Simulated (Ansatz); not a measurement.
Start from `[AlH2][SiH]([SiH3])Cl` and change one atom or group to get `[AlH2][SiH2][SiH3]`.

Ansatz, PBE0-D4/def2-TZVP geometries, multiplicity 1. 

```csv
property,`[AlH2][SiH]([SiH3])Cl`
HOMO–LUMO gap (ωB97M-V/def2-TZVPP) / eV,8.53
LUMO energy (PBE0/def2-TZVPP) / eV,-2.36
HOMO–LUMO gap (B3LYP/def2-TZVPP) / eV,4.61
LUMO energy (B3LYP/def2-TZVPP) / eV,-2.54
HOMO energy (PBE/def2-TZVPP) / eV,-6.29
size of the dipole moment (B3LYP/def2-TZVPP) / D,1.39
```

Question: What does the change do to each property? (Estimate.)

Answer: Ansatz gave: 
```tsv
property	`[AlH2][SiH2][SiH3]`	shift
HOMO–LUMO gap (ωB97M-V/def2-TZVPP) / eV	8.82	0.29
LUMO energy (PBE0/def2-TZVPP) / eV	-2.19	0.17
HOMO–LUMO gap (B3LYP/def2-TZVPP) / eV	4.90	0.29
LUMO energy (B3LYP/def2-TZVPP) / eV	-2.37	0.17
HOMO energy (PBE/def2-TZVPP) / eV	-6.44	-0.15
size of the dipole moment (B3LYP/def2-TZVPP) / D	0.34	-1.05
```

With PBE0 the HOMO falls by 0.12 eV and the LUMO rises by 0.17 eV, so the gap widens by about 0.29 eV. PBE moves the HOMO by -0.15 eV and ωB97M-V by -0.12 eV. Dipoles are sizes alone; their direction can turn.

B3LYP here is the variant with VWN-RPA as its local correlation; programs differ in this.
